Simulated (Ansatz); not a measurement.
Species: IrH (charge 0, triplet). The spin state was set by rule; other spins were not relaxed. 
Coordinates optimised at B3LYP-D3(BJ)/def2-TZVP (Ansatz, a program for electronic structure):
SMILES: [IrH]
```xyz
2

Ir     0.0000     0.0000    -0.0200
H      0.0000     0.0000     1.5390
```
Charge 0, spin multiplicity 3.

Total electronic energies in hartree. Correlated levels leave the core frozen unless marked. UHF or UKS for open shells. Spin-orbit coupling is left out. The frozen core is the preceding noble-gas configuration, with the filled d and f shells of earlier blocks. In def2 rows, elements after Kr have scalar-relativistic effective core potentials. CBS marks a two-point X^-3 extrapolation of the correlation energy; Hartree-Fock from the larger set.

| level | program | energy (Eh) |
|---|---|---|
| BLYP/def2-TZVPD | Ansatz | [?] |
| revPBE-D3(BJ)/def2-TZVPD | Ansatz + dftd3 | [?] |
| r2SCAN-D4/def2-TZVPD | Ansatz + dftd4 | -104.90492 |
| LC-wPBE-D3(BJ)/def2-TZVPD | Ansatz + dftd3 | -104.86999 |
| wB97X-V/def2-TZVPD | Ansatz | -104.81036 |
| PBE-QIDH/def2-TZVPD | Ansatz | -104.61692 |
| MP2/def2-SVP | Ansatz | -104.20452 |
| RI-MP2/def2-TZVPP | Ansatz | -104.29346 |
| SCS-MP2/def2-TZVPPD | Ansatz | -104.26852 |
| SCS-MP2/def2-QZVPPD | Ansatz | -104.28597 |
| CCSD/def2-QZVPPD | Ansatz | -104.30545 |
| CCSD/CBS(def2-TZVPPD,def2-QZVPPD) | Ansatz | -104.3154 |
| CCSD(T)/def2-TZVPP | Ansatz | -104.30229 |
| CCSDT(Q)/def2-SVP | Ansatz | -104.21583 |
| CCSD(T)/CBS(def2-TZVPPD,def2-QZVPPD) | Ansatz | -104.3329 |

**Question.** Fill in the missing entries.

**Answer.** 
- BLYP/def2-TZVPD, energy (Eh): -104.85067
- revPBE-D3(BJ)/def2-TZVPD, energy (Eh): -104.95212
